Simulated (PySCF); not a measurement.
A structure optimised at B3LYP-D3(BJ)/def2-SVP, used in a PySCF frequency run:

```xyz
12

F     -1.8245     1.4242     0.0398
C     -0.8477     0.6017     0.5230
C     -1.0787    -0.8652     0.4524
C     -0.0571    -0.1970    -0.4735
Si     1.7839    -0.4770    -0.2790
H     -0.3539     1.0413     1.3975
H     -0.7256    -1.4966     1.2739
H     -2.0190    -1.1870    -0.0032
H     -0.4148    -0.0646    -1.5014
H      2.0967    -0.5571     1.1795
H      2.1984    -1.7554    -0.9278
H      2.5640     0.6431    -0.8818
```

**Question.** Write its SMILES and formula.

**Answer.** F[C@H]1C[C@@H]1[SiH3], C₃H₇FSi

**Question.** What are its rotational constants (standard atomic weights)?

**Answer.** 9.4459, 2.0809, 1.8808 GHz
